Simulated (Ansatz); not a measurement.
`FB(F)N([SiH3])[SiH3]` + CH₃NH₂ → `CNB(F)F` + `[SiH3]N[SiH3]` at 400 K and 1 bar (ligand exchange at a B–N bond).

Isolated molecules relaxed with PBE0-D4/def2-TZVP in Ansatz; ΔE leaves out vibrations. CBS: MP2 limit from def2 TZ/QZ plus the TZ coupled-cluster correction, frozen cores. This one scheme is used for every species. One conformer a species, not always the lowest.

| species | CCSD(T)/CBS energy (Eh) | H − E (kJ/mol) | S (J/(mol·K)) |
| --- | --- | --- | --- |
| `FB(F)N([SiH3])[SiH3]` | -861.05476 | 217.3 | 430.8 |
| CH₃NH₂ | -95.75281 | 185.4 | 256.0 |
| `CNB(F)F` | -319.70892 | 198.5 | 339.2 |
| `[SiH3]N[SiH3]` | -637.10515 | 203.4 | 366.7 |

H − E and S are ideal-gas, rigid-rotor, harmonic terms from PBE0-D4/def2-TZVP, for one conformer and one mirror image of each species. 1 Eh = 2625.50 kJ/mol, R = 8.31446 J/(mol·K).

**Question.** By hand: ΔE, ΔH, ΔS and ΔG.

**Answer.** ΔE = (-319.70892) + (-637.10515) − (-861.05476) − (-95.75281) = -0.00650 Eh = -17.1 kJ/mol. Δ(H − E) = 198.5 + 203.4 − 217.3 − 185.4 = -0.8, so ΔH = -17.9 kJ/mol. ΔS = 339.2 + 366.7 − 430.8 − 256.0 = 19.1 J/(mol·K). ΔG = -17.9 − 400 × (19.1)/1000 = -25.5 kJ/mol.

**Question.** By hand: the equilibrium constant, and the temperature at which ΔG would vanish if ΔH and ΔS stayed fixed.

**Answer.** log₁₀ K = −ΔG/(RT ln 10) = 3.3. ΔH and −TΔS have one sign here, so there is no such temperature.

TΔS isn't small against ΔH here. A doubt of 5 kJ/mol in ΔE shifts log₁₀ K by 0.7 here. Other conformers and mirror images would add mixing entropy, several J/(mol·K) or more a flexible species. Modes under 60 cm⁻¹, often nearly free rotors, make the harmonic entropy too high. These are equilibria of isolated gas molecules and say nothing of rates. Largest T1 diagnostic: 0.012 (customary marks: 0.02 for closed shells, 0.045 for open ones).
